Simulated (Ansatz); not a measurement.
A nudged elastic band was laid between two geometries of AlClH₄OS (8 atoms, charge 0, multiplicity 1).

All numbers below come from RKS B3LYP-D4/6-31G* in Ansatz.

| Item | Value |
| --- | --- |
| movable images | 7 |
| climbing image | yes |
| spring | 5.0 eV/Å² |
| optimiser | quadratic models (default) |
| start path | straight line |
| force threshold | 0.03 eV/Å |
| iteration limit | 60 |
| end points | relaxed |

Image 0:

```xyz
8
Properties=species:S:1:pos:R:3
Al -0.044 -0.020 0.111
Cl 0.111 -1.019 2.013
O 1.350 -0.078 -0.894
H 2.118 -0.591 -0.615
H -1.475 0.141 -0.523
S 0.196 2.409 0.976
H 1.285 2.219 1.749
H -0.658 2.338 2.018
```

Image 8:

```xyz
8
Properties=species:S:1:pos:R:3
Al 0.189 0.500 -0.146
Cl -0.934 -0.016 2.471
O 1.703 -0.295 -0.042
H 1.804 -1.218 -0.306
H -1.073 -0.055 -0.908
S 0.284 2.639 0.460
H 1.592 2.583 0.800
H -0.682 1.262 2.506
```

Task: Which bonds break or form, and what moves?

Result: Bonds broken: Al1–Cl2, S6–H8. Bonds formed: Cl2–H8. AlClH4OS becomes AlH3OS + ClH.

Task: Give the energies along the band, and the barrier.

Result: It converged. The highest image is number 7 of 0 to 8, 22.7 kcal/mol above the first end and 1.1 kcal/mol above the last; the last end lies 21.5 kcal/mol above the first. Another band between the same ends (7 images) ends at a top of the same energy, where a vibrational analysis finds 1 clearly imaginary mode. The orbitals stay closed-shell, which can raise the energy where a bond breaks towards radicals; this wasn't checked here.

```
image  path coordinate (Å)  energy (kcal/mol)  Al1–Cl2 (Å)  S6–H8 (Å)  Cl2–H8 (Å)
    0                 0.00                0.0         2.15       1.35        3.44
    1                 0.44                0.1         2.15       1.35        3.35
    2                 0.88                0.4         2.15       1.35        3.27
    3                 1.32                0.4         2.15       1.35        3.25
    4                 1.77                0.8         2.16       1.35        2.90
    5                 2.21                3.9         2.19       1.36        2.36
    6                 2.65               14.2         2.32       1.50        1.85
    7                 3.09               22.7         2.54       1.93        1.42
    8                 3.79               21.5         2.89       2.65        1.30
```

Task: What is the geometry of the highest image?

Result: 
```xyz
8
Properties=species:S:1:pos:R:3:forces:R:3
Al 0.070 0.392 -0.001 0.00 0.00 0.00
Cl -0.790 0.046 2.360 0.00 0.00 0.00
O 1.647 -0.271 -0.064 0.00 0.01 0.00
H 1.804 -1.183 -0.334 0.00 -0.01 0.00
H -1.166 -0.030 -0.878 0.00 0.00 0.00
S 0.216 2.582 0.678 0.00 0.00 0.00
H 1.522 2.476 1.014 0.00 0.00 0.00
H -0.419 1.389 2.060 0.00 0.00 0.00
```

Time of the run: 8.8 min on 1 thread of Arm Neoverse V1 (shared host), peak memory 0.16 GiB.
